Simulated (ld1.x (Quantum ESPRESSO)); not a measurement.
What one change does to a pseudopotential (C (Z = 6), ultrasoft)

carbon, ultrasoft, made with ld1.x (Quantum ESPRESSO) 7.5 (PBE, non-relativistic). Core [He], reference 2s2 2p2. Waves: 2s (bound): rcut 0.95, rcutus 1.30 bohr; 2s channel at 4.2 Ry: rcut 0.95, rcutus 1.30 bohr; 2p (bound): rcut 2.40, rcutus 2.85 bohr; 2p channel at 1.6 Ry: rcut 2.40, rcutus 2.85 bohr. Local part: all-electron potential smoothed inside 1.30 bohr (lloc = -2). Core correction: none. Augmentation charge: PSQ, radius 1.00 bohr.

Change: type TM; waves now 2s (bound): rc 1.30 bohr; 2p (bound): rc 2.85 bohr; local potential all-electron potential smoothed inside 2.70 bohr (lloc = -2).

Cutoffs: the cutoffs (Ry, on a coarse ladder) from which the occupation-weighted sum of valence levels, in a spherical-Bessel basis at the reference potential, stays within 10 and 1 mRy of its value at 400 Ry; they do not see the model core or the augmentation charge, which bear on the density cutoff. Errors are all-electron minus pseudo energies relative to the spin-unpolarised reference configuration.

Question: How do hardness, ghosts and transferability respond?

Answer: The potential gets harder (8 Ry and 10 Ry → 30 Ry and 80 Ry); of the 7 tests that both files solve, the error grows in 6 and shrinks in 0 by more than 15 % and 0.3 meV (median size 6.7 → 82.5 meV); the range in which the s phases agree narrows (upper end at the end of the scan → 0.6); the range in which the p phases agree narrows (upper end 4.5 → 0.5); neither file shows a bound ghost. Several settings change at once here, so the effects cannot be laid on one of them.

| quantity | base | changed |
| --- | --- | --- |
| cutoff, loose | 8 Ry | 30 Ry |
| cutoff, tight | 10 Ry | 80 Ry |
| loose cutoff by channel (10 mRy a level) | s 8 Ry, p 8 Ry | s 30 Ry, p 15 Ry |
| bound ghosts | none | none |
| error for 2s2 2p1, meV [ΔE 10.87 eV] | +6.7 | +104 |
| error for 2s2 2p0, meV [ΔE 35.02 eV] | +90 | +971 |
| error for 2s1 2p0, meV [ΔE 83.20 eV] | +239 | +1872 |
| error for 2s0 2p4, meV [ΔE 16.94 eV] | +16 | -83 |
| error for 2s2 2p2.3, meV [ΔE -1.16 eV] | +0.3 | +0.6 |
| error for 2s1 2p3, meV [ΔE 8.46 eV] | +3.5 | -20 |
| error for 2s2 2p1.5, meV [ΔE 3.97 eV] | +1.2 | +14 |
| s: phases at 3.09 bohr within 0.05 rad from the reference energy up to (Ry; the scan ends near 5) | to the end of the scan | 0.6 |
| p: phases at 3.09 bohr within 0.05 rad from the reference energy up to (Ry; the scan ends near 5) | 4.5 | 0.5 |
